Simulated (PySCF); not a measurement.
C$_{2}$H$_{6}$Cl$_{2}$Sn, singlet, geometry from GFN2-xTB (such geometries of metal compounds can be far from the true shape) (all electrons, no relativity). Base run: B3LYP/STO-3G (PySCF).

Input for PySCF:
```python
from pyscf import gto, scf, dft

mol = gto.Mole()
mol.atom = '''
    C     1.802743   -1.518929    0.130225
    Sn   -0.015529   -0.267777   -0.050012
    C    -1.958449   -1.159081   -0.628532
    Cl    0.454020    1.440199   -1.566767
    Cl   -0.322578    0.822633    1.988397
    H     1.647280   -2.258916    0.905649
    H     2.630554   -0.870761    0.394279
    H     1.996078   -2.001301   -0.820028
    H    -2.685552   -0.358407   -0.702241
    H    -2.261782   -1.868720    0.131394
    H    -1.850392   -1.653142   -1.586324
'''
mol.basis = 'sto-3g'
mol.charge = 0
mol.spin = 0
mol.verbose = 4
mol.build()

mf = dft.RKS(mol)
mf.xc = 'b3lyp'
mf.kernel()
mo_i, mo_e, stable_i, stable_e = mf.stability(internal=True, external=True, return_status=True, nroots=6, tol=1e-6)
print('internally stable:', stable_i, ' externally stable:', stable_e)
if not stable_e:
    umf = mf.to_uhf() if not hasattr(mf, 'xc') else mf.to_uks()
    umf.scf_summary = {}
    umf.kernel(umf.make_rdm1(mo_e, umf.mo_occ))
mf.analyze()
```

The bond that is stretched is that between atoms 10 and 3. A test that says stable can miss a lower solution.

Variants of this job, named by their change:

```
change       ΔE vs base (kcal/mol)  <S^2>  E after following the instability (Eh)  <S^2> there  HOMO-LUMO gap (eV)   stability test says
-----------  ---------------------  -----  --------------------------------------  -----------  ------------------  --------------------
base                         0.000  0.000                                       -            -                8.52                stable
bond × 1.25                  20.60  0.000                                       -            -                8.47                stable
bond × 1.5                   59.97  0.000                                       -            -                8.12                stable
bond × 1.8                   106.4  0.000                             -6954.57234         0.00                6.15  external instability
bond × 2.2                   153.9  0.000                             -6954.49670         0.00                3.81  external instability
bond × 3.0                   200.4  0.000                             -6954.51255         1.00                1.47  external instability
```

Where a bond breaks into two radicals, a solution with restricted orbitals usually stops being the lowest and lies too high; an unrestricted one lies lower at the price of spin contamination, which <S^2> shows.
